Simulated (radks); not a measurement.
Values are calculated unless marked as measured or tabulated.
Ca I, 20 electrons, occupied as [Ar] 4s2. Level of theory: Dirac Kohn-Sham, PBE, spin-unpolarised, spherical densities, finite nucleus; Fermi nuclear charge, rms radius 3.4776 fm (a radial shooting solver on a logarithmic mesh with Libxc functionals). Some entries of the table are withheld. Estimate them.

orbital  occ.  eigenvalue (eV)  <1/r> (bohr^-1)  <r^2> (bohr^2)
1s1/2       2              (1)            19.74        0.007943
2s1/2       2        -414.2933            4.055             (2)
2p1/2       2              (3)            3.979          0.1317
2p3/2       4              (4)            3.938          0.1336
3s1/2       2         -47.0861            1.210           1.543
3p1/2       2         -28.2606            1.083           1.892
3p3/2       4         -27.8770            1.074           1.916
4s1/2       2          -3.7662           0.3207           18.55

Answer. 
(1) 1s1/2 eigenvalue (eV): -3948.832
(2) 2s1/2 <r^2> (bohr^2): 0.1571
(3) 2p1/2 eigenvalue (eV): -337.1209
(4) 2p3/2 eigenvalue (eV): -333.4340
